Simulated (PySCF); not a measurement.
C8H10S.
Bonds: C1–S2, S2–C3, C3–C4, C4–C5 (aromatic), C5–C6 (aromatic), C6–C7 (aromatic), C7–C8 (aromatic), C8–C9 (aromatic), C4–C9 (aromatic). Hydrogens: H10, H11, H12 on C1; H13, H14 on C3; H15 on C5; H16 on C6; H17 on C7; H18 on C8; H19 on C9.

The same species was optimised twice, with GFN2-xTB and with PBE0-D3(BJ)/def2-SVP (PySCF), and the same property calculations (PySCF, gas phase) were run on both structures.

```csv
coordinate,GFN2-xTB,PBE0-D3(BJ)/def2-SVP,change
S2–C3 (Å),1.836,1.819,-0.017
C5–C6 (Å),1.384,1.395,+0.011
C7–C8 (Å),1.386,1.397,+0.011
C3–C4 (Å),1.492,1.502,+0.010
C4–C9 (Å),1.391,1.401,+0.010
C1–S2 (Å),1.812,1.803,-0.009
C8–C9 (Å),1.382,1.391,+0.009
C6–C7 (Å),1.384,1.392,+0.008
C4–C5 (Å),1.389,1.398,+0.009
S2–C3–C4 (°),111.1,114.0,+2.9
C1–S2–C3 (°),99.2,99.8,+0.6
C3–C4–C9 (°),120.1,120.6,+0.5
C5–C4–C9 (°),119.0,118.6,-0.4
C4–C5–C6 (°),120.5,120.8,+0.3
C4–C9–C8 (°),120.5,120.7,+0.2
C6–C7–C8 (°),119.8,119.6,-0.2
C7–C8–C9 (°),120.1,120.2,+0.1
C1–S2–C3–C4 (°),63,58,-5
S2–C3–C4–C5 (°),-107,-118,-11
```

Rotational constants: A = 2917, B = 868.5, C = 794.4 MHz (GFN2-xTB) against A = 2962, B = 829.9, C = 782.4 MHz (PBE0-D3(BJ)/def2-SVP). Point groups within 0.08 Å: C1 and C1.

On the GFN2-xTB structure: HOMO (eV) -6.28 [PBE0/pcSseg-1]; LUMO (eV) -0.45 [PBE0/pcSseg-1]; dipole (D) 1.50 [PBE0/pcSseg-1]; GIAO shielding of C1 (ppm) 168.6 [PBE0/pcSseg-1]; GIAO shielding of S2 (ppm) 483.8 [PBE0/pcSseg-1]; GIAO shielding of C3 (ppm) 142.0 [PBE0/pcSseg-1]; GIAO shielding of C4 (ppm) 42.3 [PBE0/pcSseg-1]; GIAO shielding of C5/C9 (mean) (ppm) 51.4 [PBE0/pcSseg-1]; GIAO shielding of C6/C8 (mean) (ppm) 53.3 [PBE0/pcSseg-1]; GIAO shielding of C7 (ppm) 54.7 [PBE0/pcSseg-1].

What do these properties become on the PBE0-D3(BJ)/def2-SVP structure?

```csv
property,level,on GFN2-xTB,on PBE0-D3(BJ)/def2-SVP,change
HOMO (eV),PBE0/pcSseg-1,-6.28,-6.35,-0.07
LUMO (eV),PBE0/pcSseg-1,-0.45,-0.49,-0.04
dipole (D),PBE0/pcSseg-1,1.50,1.50,0.00
"energy, GFN2-xTB geometry as zero (kcal/mol)",PBE0/pcSseg-1,0.0,-0.8,-0.8
GIAO shielding of C1 (ppm),PBE0/pcSseg-1,168.6,167.2,-1.4
GIAO shielding of S2 (ppm),PBE0/pcSseg-1,483.8,508.0,+24.2
GIAO shielding of C3 (ppm),PBE0/pcSseg-1,142.0,141.8,-0.2
GIAO shielding of C4 (ppm),PBE0/pcSseg-1,42.3,40.0,-2.3
GIAO shielding of C5/C9 (mean) (ppm),PBE0/pcSseg-1,51.4,48.8,-2.6
GIAO shielding of C6/C8 (mean) (ppm),PBE0/pcSseg-1,53.3,50.7,-2.6
GIAO shielding of C7 (ppm),PBE0/pcSseg-1,54.7,51.7,-3.0
```

The heavy atoms differ by 0.130 Å rms after alignment. Among bonds between heavy atoms S2–C3 changes most (-0.017 Å). Changes are differences of the printed values. Neither structure is proved a minimum here.

Conformer computed: `[CH3:1][S:2][CH2:3][c:4]1[cH:5][cH:6][cH:7][cH:8][cH:9]1`: C1–S2–C3–C4 58°, S2–C3–C4–C5 -118°.
